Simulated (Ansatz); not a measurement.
C₂F₈Sn, SMILES `F[C](F)(F)[Sn]([F])([F])[C](F)(F)F`. The species carries charge 0 and has multiplicity 1. Sn: def2 effective core potential.

```xyz
11

F     0.338    0.802   -2.405
C     0.395   -0.419   -1.869
F    -0.211   -1.265   -2.696
F     1.680   -0.770   -1.781
Sn   -0.552   -0.436    0.125
F    -2.398   -0.060   -0.117
F    -0.490   -2.221    0.772
C     0.187    0.879    1.737
F     0.106    2.160    1.371
F     1.465    0.610    2.012
F    -0.521    0.719    2.850
```

Problem. List the harmonic frequencies (cm⁻¹, unscaled) at PBE0-D4/def2-TZVP in Ansatz. (Best estimate.)

Solution. Computed: 10, 15, 42, 73, 89, 124, 167, 204, 204, 216, 235, 244, 288, 521, 524, 526, 526, 642, 650, 740, 743, 1122, 1162, 1163, 1176, 1182, 1191.
